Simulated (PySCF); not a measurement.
**From computed data to an observable: entropy of an ideal gas**

BH3N, SMILES B[NH], multiplicity 2.

Coordinates come from a PBE-D3(BJ)/def2-TZVP optimisation. The isomer is the one that the SMILES or the coordinates give; other isomers of the formula were not compared.

PBE-D3(BJ)/def2-TZVP in PySCF gives the harmonic wavenumbers 237, 313, 707, 852, 997, 1411, 2370, 2456, 3677 cm⁻¹ and the rotational temperatures 10.6893, 1.4347, 1.2650 K. The molar mass is 27.84 g/mol, the symmetry number 1, the spin multiplicity 2.

Work out the entropy at 298.15 K and 1 atm in the rigid-rotor, harmonic-oscillator model.


Translation (Sackur–Tetrode at 1 atm): S = R[1.5 ln M + 2.5 ln T − 1.16487] = 150.2 J/(mol K).
Rotation: q = (√π/σ) T^1.5/√(θA θB θC) = 2070, S = R[ln q + 3/2] = 76.0 J/(mol K).
Vibration: with u = 1.4388 ν/T, each mode gives R[u/(e^u − 1) − ln(1 − e^−u)]:
```csv
ν (cm⁻¹),modes,u,S (J/(mol K))
237,1,1.14,7.64
313,1,1.51,5.63
707,1,3.41,1.25
852,1,4.11,0.71
997,1,4.81,0.40
1411,1,6.81,0.07
```
The stiffer modes add less than 0.005 each. Sum 15.7 J/(mol K).
Spin: R ln 2 = 5.8 J/(mol K).
Total 247.7 J/(mol K); the program's own thermochemistry gives 247.6. Translation makes up 61 % and vibration 6 %. Anharmonicity, hindered rotation and orbital degeneracy are left out.
